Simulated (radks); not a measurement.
Question: Successive ionisation energies (eV) of one element, from differences of total energies of ions in their ground configurations, starting at charge 22: 2059.9, 2176.4, 2292.0, 2474.4, 2588.0, 11061.4, 11558.0. Calculated with a radial shooting solver on a logarithmic mesh with Libxc functionals: scalar-relativistic Kohn-Sham, PBEsol, spin-polarised, spherical densities, finite nucleus; open shells are filled with parallel spins first; Fermi nuclear charge, rms radius 3.8823 fm. Which element is it?

Answer: Copper (Z = 29). The first species listed is Cu22+ in [He] 2s2 2p3, the last Cu28+ in 1s1.
